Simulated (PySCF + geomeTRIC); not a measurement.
Species: H₃IOSi, SMILES `O[SiH2]I` (H–O–Si–I torsion 56°) (charge 0, multiplicity 1).

Give a relaxed geometry from PBE0-D4/def2-TZVP in PySCF + geomeTRIC.

One answer among several that fit: the end point of this relaxation, one of several conformers (outside a Z-matrix the atoms follow the SMILES, hydrogens last).
Bonded distances (Å): O1–Si2 1.635, O1–H4 0.959, Si2–I3 2.446, Si2–H5 1.482, Si2–H6 1.475. Bond angles (°): Si2–O1–H4 118.4, O1–Si2–I3 111.5, O1–Si2–H5 112.4, O1–Si2–H6 106.3, I3–Si2–H5 105.8, I3–Si2–H6 108.7, H5–Si2–H6 112.3.
